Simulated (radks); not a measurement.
Results of a calculation; reference values are marked as such.
Question: These are the eigenvalues of the occupied orbitals of an atom or ion with whole-number occupations (eV). Level of theory: scalar-relativistic Kohn-Sham, PBEsol, spin-unpolarised, spherical densities, finite nucleus; Fermi nuclear charge, rms radius of each element as measured or else 0.836 A^(1/3) + 0.57 fm (a radial shooting solver on a logarithmic mesh with Libxc functionals).

1s: -6430.890
2s: -751.2147
2p: -637.8859
3s: -93.8740
3p: -62.7256
3d: -14.9345
4s: -11.8782

Which element is it, and in what charge state? The configuration may be excited.

Answer: Z = 25, manganese, charge +1: Mn+ in [Ar] 3d5 4s1. The list shows which subshells hold electrons but not how many an open one holds; the 1s level, -236.33 hartree, gives Z - s = 21.7 by -(Z - s)^2/2, which with screening and relativity narrows Z to a few neighbours, and the depths of the outer levels then fix element, charge and occupations together.
